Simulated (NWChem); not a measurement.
All runs are NWChem calculations. System: cyclopentasilane (H10Si5), charge 0, spin multiplicity 1, at a geometry optimised with PBE/def2-SVP. Level: PBE/def2-SVP.

Job file:

```
start mol
memory heap 200 mb stack 900 mb global 1100 mb
geometry units angstroms nocenter noautoz
  Si    -0.916943    -0.744898    -1.571876
  Si    -1.858806    -0.381811     0.567113
  Si     0.000000     0.000000     1.997246
  Si     1.858806     0.381811     0.567113
  Si     0.916943     0.744898    -1.571876
  H     -0.394616    -2.158740    -1.650656
  H     -1.889631    -0.524089    -2.701386
  H     -2.722729    -1.523434     1.038256
  H     -2.703746     0.867431     0.518490
  H      0.250623    -1.195521     2.881266
  H     -0.250623     1.195521     2.881266
  H      2.703746    -0.867431     0.518490
  H      2.722729     1.523434     1.038256
  H      0.394616     2.158740    -1.650656
  H      1.889631     0.524089    -2.701386
  symmetry group C2
end
basis spherical
  * library def2-svp
end
dft
  xc xpbe96 cpbe96
  semidirect memsize 60000000 filesize 0
  iterations 100
end
task dft energy
```

Output (cleaned and shortened):

```
             Northwest Computational Chemistry Package (NWChem) 7.3.0
             --------------------------------------------------------

                                NWChem Input Module
                                -------------------

 Scaling coordinates for geometry "geometry" by  1.889725989
 (inverse scale =  0.529177249)

 Turning off AUTOSYM since
 SYMMETRY directive was detected!

                             Geometry "geometry" -> ""
                             -------------------------

 Output coordinates in angstroms (scale by  1.889725989 to convert to a.u.)

  No.       Tag          Charge          X              Y              Z
 ---- ---------------- ---------- -------------- -------------- --------------
    1 Si                  14.0000    -0.91694300    -0.74489800    -1.57187600
    2 Si                  14.0000    -1.85880600    -0.38181100     0.56711300
    3 Si                  14.0000     0.00000000     0.00000000     1.99724600
    4 Si                  14.0000     1.85880600     0.38181100     0.56711300
    5 Si                  14.0000     0.91694300     0.74489800    -1.57187600
    6 H                    1.0000    -0.39461600    -2.15874000    -1.65065600
    7 H                    1.0000    -1.88963100    -0.52408900    -2.70138600
    8 H                    1.0000    -2.72272900    -1.52343400     1.03825600
    9 H                    1.0000    -2.70374600     0.86743100     0.51849000
   10 H                    1.0000     0.25062300    -1.19552100     2.88126600
   11 H                    1.0000    -0.25062300     1.19552100     2.88126600
   12 H                    1.0000     2.70374600    -0.86743100     0.51849000
   13 H                    1.0000     2.72272900     1.52343400     1.03825600
   14 H                    1.0000     0.39461600     2.15874000    -1.65065600
   15 H                    1.0000     1.88963100     0.52408900    -2.70138600

 Effective nuclear repulsion energy (a.u.)     490.4096451704

            Nuclear Dipole moment (a.u.)
            ----------------------------
        X                 Y               Z
[...]
              MO Center= -1.9D-13, -7.1D-14, -5.7D-01, r^2= 5.8D+00
   Bfn.  Coefficient  Atom+Function         Bfn.  Coefficient  Atom+Function
  ----- ------------  ---------------      ----- ------------  ---------------
     8      0.201709   1 Si px               80     -0.201709   5 Si px
    11      0.191994   1 Si px               83     -0.191994   5 Si px
    28      0.183284   2 Si pz               64      0.183284   4 Si pz
    31      0.175387   2 Si pz               67      0.175387   4 Si pz
    10     -0.138460   1 Si pz               82     -0.138460   5 Si pz

 Vector   41  Occ=0.000000D+00  E=-6.560729D-02  Symmetry=b
              MO Center=  2.7D-13,  8.4D-14,  2.1D-01, r^2= 6.7D+00
   Bfn.  Coefficient  Atom+Function         Bfn.  Coefficient  Atom+Function
  ----- ------------  ---------------      ----- ------------  ---------------
    48      0.412420   3 Si py               30      0.383983   2 Si py
    66      0.383983   4 Si py              112      0.364570  10 H  s
   117     -0.364570  11 H  s               102      0.338315   8 H  s
   127     -0.338315  13 H  s               107     -0.331528   9 H  s
   122      0.331528  12 H  s                97     -0.323048   7 H  s

 Vector   42  Occ=0.000000D+00  E=-3.465812D-02  Symmetry=a
              MO Center=  1.6D-12,  6.1D-13,  8.6D-01, r^2= 7.3D+00
   Bfn.  Coefficient  Atom+Function         Bfn.  Coefficient  Atom+Function
  ----- ------------  ---------------      ----- ------------  ---------------
    49      0.602868   3 Si pz               31      0.553804   2 Si pz
    67      0.553804   4 Si pz              102     -0.419512   8 H  s
   127     -0.419512  13 H  s                 4      0.400567   1 Si s
    76      0.400567   5 Si s               112     -0.335076  10 H  s
   117     -0.335076  11 H  s                22      0.309401   2 Si s

 Vector   43  Occ=0.000000D+00  E=-3.152659D-02  Symmetry=b
              MO Center=  5.2D-11,  8.4D-12,  2.0D-01, r^2= 7.6D+00
   Bfn.  Coefficient  Atom+Function         Bfn.  Coefficient  Atom+Function
  ----- ------------  ---------------      ----- ------------  ---------------
    47      0.789031   3 Si px               29      0.514037   2 Si px
    65      0.514037   4 Si px               11      0.507918   1 Si px
    83      0.507918   5 Si px               22      0.497811   2 Si s
    58     -0.497811   4 Si s                13     -0.264696   1 Si pz
    85      0.264696   5 Si pz               21      0.219023   2 Si s

 center of mass
 --------------
 x =   0.00000000 y =  -0.00000000 z =  -0.00214564

 moments of inertia (a.u.)
 ------------------
        1306.015268237682        -302.368998123935           0.000000000000
        -302.368998123935        2089.732349409252          -0.000000000000
           0.000000000000          -0.000000000000        1199.579577228891

     Multipole analysis of the density
     ---------------------------------

     L   x y z        total         alpha         beta         nuclear
     -   - - -        -----         -----         ----         -------
     0   0 0 0     -0.000000    -40.000000    -40.000000     80.000000

     1   1 0 0     -0.000000     -0.000000     -0.000000      0.000000
     1   0 1 0      0.000000      0.000000      0.000000      0.000000
     1   0 0 1     -0.026053     -0.013046     -0.013046      0.000038

     2   2 0 0    -55.369467   -308.570202   -308.570202    561.770938
     2   1 1 0     -0.018040    -81.584807    -81.584807    163.151573
     2   1 0 1      0.000000      0.000000      0.000000      0.000000
     2   0 2 0    -54.931307    -96.196226    -96.196226    137.461144
     2   0 1 1      0.000000      0.000000      0.000000      0.000000
     2   0 0 2    -55.351734   -337.241977   -337.241977    619.132220

 Task  times  cpu:       11.2s     wall:       11.2s

 Total times  cpu:       11.3s     wall:       11.3s
```
